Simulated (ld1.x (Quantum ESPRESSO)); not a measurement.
oxygen, PAW: configuration errors across variants

O, PAW, made with ld1.x (Quantum ESPRESSO) 7.5 (PBEsol, scalar-relativistic). Core [He], reference 2s1 2p5. Waves: 2s (bound): rcut 0.55, rcutus 0.70 bohr; 2s channel at 0.75 Ry: rcut 0.55, rcutus 0.70 bohr; 2p (bound): rcut 1.25, rcutus 1.45 bohr; 2p channel at -0.35 Ry: rcut 1.25, rcutus 1.45 bohr. Local part: all-electron potential smoothed inside 0.95 bohr (lloc = -1). Core correction: Bessel-smoothed model core, default radius (core density twice the valence density). Augmentation charge: BESSEL, radius 0.60 bohr.

All-electron excitation energies from the reference (eV): (1) 2s2 2p4 -14.855; (2) 2s2 2p3 1.505; (3) 2s2 2p2 34.983; (4) 2s0 2p6 14.893; (5) 2s2 2p3.5 -8.601; (6) 2s2 2p4.3 -16.961; (7) 2s1 2p4 16.643.

2 further variants failed, have other tests or too few solved ones, and are left out.

Errors AE − PS in meV (a dash: test not solved or not reliable):

| change | (1) | (2) | (3) | (4) | (5) | (6) | (7) | bound ghosts |
| --- | --- | --- | --- | --- | --- | --- | --- | --- |
| base | +18 | +36 | +70 | -0.4 | +25 | +16 | +1.2 | none |
| all radii but the core radius scaled by about 0.95 (s 0.66, p 1.38 bohr, rcut 0.52/1.20); local potential all-electron potential smoothed inside 0.90 bohr (lloc = -1); augmentation BESSEL, radius 0.58 bohr | +36 | +65 | +118 | +0.3 | +48 | +32 | +3.4 | none |
| all radii but the core radius scaled by about 1.03 (s 0.72, p 1.50 bohr, rcut 0.56/1.28); local potential all-electron potential smoothed inside 0.98 bohr (lloc = -1); augmentation BESSEL, radius 0.62 bohr | +17 | +34 | +68 | -0.5 | +24 | +15 | +1.0 | none |
| all radii but the core radius scaled by about 1.12 (s 0.78, p 1.62 bohr, rcut 0.62/1.38); local potential all-electron potential smoothed inside 1.06 bohr (lloc = -1); augmentation BESSEL, radius 0.66 bohr | +27 | +54 | +108 | -0.8 | +38 | +22 | +1.9 | none |
| all radii but the core radius scaled by about 1.21 (s 0.84, p 1.76 bohr, rcut 0.66/1.50); local potential all-electron potential smoothed inside 1.14 bohr (lloc = -1); augmentation BESSEL, radius 0.72 bohr | +31 | +69 | +140 | +0.4 | +46 | +25 | +2.5 | none |
| all radii but the core radius scaled by about 1.27 (s 0.88, p 1.84 bohr, rcut 0.70/1.58); local potential all-electron potential smoothed inside 1.20 bohr (lloc = -1); augmentation BESSEL, radius 0.76 bohr | +34 | +80 | +163 | +1.4 | +53 | +26 | +2.9 | none |

Q: Give the same row for: all radii but the core radius scaled by about 1.37 (s 0.96, p 1.98 bohr, rcut 0.76/1.70); local potential all-electron potential smoothed inside 1.30 bohr (lloc = -1); augmentation BESSEL, radius 0.82 bohr.

A: +28, +79, +158, +3.3, +50, +20, +1.8; bound ghosts: none.
